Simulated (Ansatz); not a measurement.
System: HSe2, charge 0, doublet. HSe2 (SMILES [SeH][Se], doublet).
B3LYP-D3(BJ)/def2-TZVP minimum from Ansatz (a quantum-chemistry and plane-wave program):
```
Se
H 1 1.4830
Se 1 2.2696 2 99.34
```
Charge 0, spin multiplicity 2.

Quantity: atomisation energy (electronic, to ground-state atoms), in kJ/mol. Radicals and triplets start from unrestricted determinants; spin-orbit coupling is neglected. Cores are frozen in correlated methods (noble-gas shells, and filled d and f shells in the p block). No relativity. CBS(X,Y): correlation extrapolated as X^-3, Hartree-Fock from the larger set (Q,5: extrapolated as (X+1)exp(-9√X)). A bracket is a step between two methods taken in the basis named. Double hybrids freeze cores in their MP2 part. Where a partner has so few electrons that a lower coupled-cluster level is exact, that level stands in.

CCSD(T)/CBS(cc-pVQZ,cc-pV5Z) + [CCSDT(Q) - CCSD(T)]/cc-pVTZ + [CCSDTQ - CCSDT(Q)]/cc-pVDZ (Ansatz) gives 590.0 kJ/mol.

Q: How far off this value is PBE/def2-TZVPD (Ansatz), in which direction, and how far these levels: r2SCAN/def2-TZVPD, B3LYP/def2-TZVPD, B2PLYP/def2-TZVPD, CCSD(T)/CBS(cc-pVQZ,cc-pV5Z)?

A: PBE gives 627.9 kJ/mol, 37.9 kJ/mol above it. Differences of the others: r2SCAN/def2-TZVPD (Ansatz) 22.1; B3LYP/def2-TZVPD (Ansatz) 2.5; B2PLYP/def2-TZVPD (Ansatz) -13.9; CCSD(T)/CBS(cc-pVQZ,cc-pV5Z) (Ansatz) -2.1 kJ/mol.
